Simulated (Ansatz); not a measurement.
Total energies of the cluster CuPd₂ (the lowest doublet isomer of a short search) from Ansatz at PBE0-D4/def2-TZVP, gas phase (1 Eh = 27.2114 eV = 2625.5 kJ/mol). The reference geometry is relaxed at PBE-D4/def2-TZVP.

```xyz
3

Pd    0.599    1.263   -0.343
Pd    0.129   -0.578    1.312
Cu   -0.728   -0.685   -0.968
```

```json
{"state": "charge 0 doublet", "geometry": "reference", "energy (Eh)": "-1896.08442"}
{"state": "charge 1 triplet", "geometry": "reference", "energy (Eh)": "-1895.81547"}
{"state": "charge 0 quartet", "geometry": "relaxed at PBE-D4/def2-TZVP", "energy (Eh)": "-1896.01574"}
{"state": "free Pd atom (singlet)", "geometry": "–", "energy (Eh)": "-127.85727"}
{"state": "free Cu atom (doublet)", "geometry": "–", "energy (Eh)": "-1640.24417"}
```

In the def2 sets Pd takes a core potential; there is no spin–orbit coupling.

Q: Work out the vertical ionisation energy to the triplet.

A: E(charge 1 triplet) − E(charge 0 doublet) = -1895.81547 − (-1896.08442) = 0.26895 Eh = 7.32 eV. For comparison, −ε of the highest occupied level of the spin that leaves is 5.63 eV at this level, 1.69 eV less.

Q: Which of the charge 0 states is lowest, and how far above it are the others?

A: The doublet. quartet: -1896.01574 − (-1896.08442) = 0.06868 Eh = 180.3 kJ/mol.

Q: What is the binding energy per atom against free atoms?

A: Atoms: 2 × (-127.85727) + 1 × (-1640.24417) = -1895.95871 Eh. Binding: -1895.95871 − (-1896.08442) = 0.12571 Eh = 3.42 eV, or 1.14 eV for each of 3 atoms (no zero-point energy, no counterpoise term).

The structure comes from a short search, and lower isomers may exist.
